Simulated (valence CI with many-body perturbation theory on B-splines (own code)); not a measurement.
**Which ion has this spectrum?**

A relativistic CI+MBPT calculation for an atom or ion with 21 electrons gives these levels (eV):

```
   J  Parity       E     g
 3/2    even   0.000  0.63
 5/2    even  17.049  1.04
 3/2    even  22.555  1.24
 7/2    even  23.526  1.09
 9/2    even  24.845  1.08
 1/2    even  25.944  1.91
 5/2    even  39.022  1.41
 7/2    even  41.376  1.06
 9/2    even  43.803  1.13
 3/2    even  47.622  1.14
 1/2    even  49.573  1.42
11/2    even  51.231  1.08
 5/2    even  53.288  1.16
 5/2    even  56.240  1.09
```

The energies are calculated, and their last digits are not significant.

(1) Which is it?
A. Pr38+
B. Cs34+
C. Ba35+
D. Ce37+

Answers

(1) D. Ce37+, ground level (3d3/2^3) J=3/2.
